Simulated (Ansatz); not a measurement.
In₉As₁₀H₂₈⁺, a nanocrystal cut from zinc blende InAs (hydrogen-capped). Charge 1, multiplicity 1. Geometry PBE-D4/def2-SVP; atoms count from 1.

Cartesian coordinates in Å:
```
As -3.659 0.229 2.502
As -3.648 1.989 -1.565
As -0.064 -0.579 4.404
As 0.019 0.984 0.416
As 3.780 0.167 2.324
As 1.091 -3.048 0.893
As 3.777 1.809 -1.480
As -2.348 -2.212 -0.953
As 1.122 -1.496 -2.788
As -0.062 2.714 -3.512
In -2.744 -0.286 5.073
In -2.508 0.185 0.071
In -2.740 3.403 -3.776
In -1.552 -3.682 1.216
In 1.253 -0.720 2.063
In 1.264 0.973 -1.947
In 5.578 1.381 0.591
In 2.900 -2.775 -1.146
In -1.511 -1.695 -3.509
H -4.895 -0.641 2.277
H -4.406 1.565 2.527
H -4.317 2.978 -0.609
H -4.933 1.274 -1.978
H 0.739 0.441 5.213
H 0.460 -1.812 5.138
H 0.038 2.391 1.012
H 3.756 0.971 3.625
H 4.477 -1.061 2.909
H 1.832 -3.831 1.983
H 3.732 3.310 -1.768
H 4.481 1.419 -2.779
H -3.859 -2.443 -1.062
H 1.882 -1.264 -4.099
H 0.749 4.006 -3.399
H 0.443 2.328 -4.901
H -2.792 1.266 5.829
H -3.272 -1.891 5.392
H -2.780 5.045 -3.239
H -3.282 2.474 -5.118
H -2.034 -2.664 2.566
H -1.804 -5.366 0.934
H 6.559 0.084 0.030
H 5.781 2.956 1.270
H 3.924 -1.464 -0.579
H 3.310 -4.320 -1.798
H -1.979 -0.016 -3.738
H -1.757 -3.077 -4.514
```

In the def2 sets In takes a core potential; there is no spin–orbit coupling. Single mean-field runs in def2-TZVP are fitted with def2-universal-jkfit.

(1) Estimate the Mulliken populations of the heavy atoms from the PBE0/def2-TZVP orbitals of Ansatz.

(2) And the Mayer bond orders between heavy atoms (over 0.3)?

## Answers

(1) 
```csv
atom,charge (e)
As1,-0.38
As2,-0.38
As3,-0.38
As4,-0.68
As5,-0.38
As6,-0.55
As7,-0.38
As8,-0.55
As9,-0.55
As10,-0.38
In11,0.39
In12,0.70
In13,0.39
In14,0.46
In15,0.70
In16,0.70
In17,0.39
In18,0.46
In19,0.46
```
Mulliken values depend strongly on the basis.

(2) As1–In11 0.53 (2.78 Å); As1–In12 0.65 (2.69 Å); As2–In12 0.65 (2.69 Å); As2–In13 0.52 (2.78 Å); As3–In11 0.52 (2.78 Å); As3–In15 0.65 (2.69 Å); As4–In12 0.62 (2.67 Å); As4–In15 0.62 (2.67 Å); As4–In16 0.62 (2.67 Å); As5–In15 0.65 (2.69 Å); As5–In17 0.53 (2.78 Å); As6–In14 0.57 (2.74 Å); As6–In15 0.83 (2.61 Å); As6–In18 0.56 (2.74 Å); As7–In16 0.65 (2.69 Å); As7–In17 0.52 (2.78 Å); As8–In12 0.83 (2.61 Å); As8–In14 0.56 (2.74 Å); As8–In19 0.56 (2.74 Å); As9–In16 0.83 (2.61 Å); As9–In18 0.57 (2.74 Å); As9–In19 0.56 (2.74 Å); As10–In13 0.53 (2.78 Å); As10–In16 0.65 (2.69 Å).
